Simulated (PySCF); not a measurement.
## Polarisability and C₆ of Pd(2+) (palladium, charge +2)

[Kr] 4d8, high-spin 3F determinant. All numbers are calculated (PySCF 2.14, scalar relativity by spin-free X2C-1e, in aug-cc-pVTZ-DK (9s8p6d3f2g, 102 functions)). Coupled (time-dependent) response in atomic units; α is the mean over directions.

```csv
method,mean α (bohr³),C₆ (like pair),S(−4)
r2SCANh,6.603,35.31,10.07
```

S(−4) is the Cauchy moment in α(ω) = α(0) + S(−4) ω² + …

Spin-orbit coupling is absent.

α(iu) at r2SCANh:

```csv
u (hartree),α(iu) (bohr³)
0,6.603
0.0500,6.578
0.100,6.505
0.200,6.240
0.300,5.872
0.500,5.059
0.750,4.158
1.00,3.444
1.50,2.438
2.00,1.796
3.00,1.070
5.00,0.4903
```

For an ion, C₆ is the dispersion term alone; charge-induced terms of lower order in 1/R come first.
